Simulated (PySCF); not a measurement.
Cl₃HSZr, SMILES [SH][Zr]([Cl])([Cl])[Cl], multiplicity 1. Atoms are numbered in the order given.

```xyz
6

Zr    -0.0512    -0.0066     0.0000
Cl    -0.4655     1.3007    -1.9002
Cl    -0.4655     1.3007     1.9002
Cl    -1.2590    -2.0049     0.0000
S      2.2874    -0.6575     0.0000
H      2.6801     0.6435     0.0000
```
Charge 0, spin multiplicity 1.

The structure is a stationary point at B3LYP-D3(BJ)/def2-SVP. The spin state was assumed, not searched. The structure was generated by enumeration; whether it is a known compound was not checked. The def2 effective core potentials stand for the cores of Zr; spin–orbit coupling is left out. Other conformers were not sampled.

The numbers are results of B3LYP-D3(BJ)/def2-SVP (PySCF 2.14.0), not measurements.

Frequencies are harmonic and unscaled.

```csv
mode,ν (cm⁻¹),IR (km/mol),Raman (Å⁴/amu),depolarisation,moving atoms (share of kinetic energy)
1,74,8.9,6.7,0.75,"Cl 67 %, H 25 %"
2,89,0.5,3.2,0.75,"Cl 58 %, S 33 %, Zr 8 %"
3,101,2.5,1.7,0.75,"Cl 75 %, Zr 19 %"
4,105,1.8,2.1,0.75,"Cl 46 %, S 31 %, Zr 22 %"
5,105,4.0,1.9,0.71,"Cl 58 %, S 21 %, Zr 19 %"
6,145,19.6,0.3,0.75,"H 71 %, Cl 17 %, S 12 %"
7,358,3.0,24.4,0.03,"Cl 49 %, S 40 %, H 8 %"
8,392,60.7,3.4,0.62,"Cl 45 %, Zr 28 %, S 15 %, H 12 %"
9,419,91.8,0.7,0.75,"Cl 62 %, Zr 37 %"
10,424,106.8,1.5,0.74,"Cl 56 %, Zr 35 %"
11,490,27.6,7.6,0.69,"H 73 %, S 15 %"
12,2634,3.7,114.6,0.28,H 97 %
```
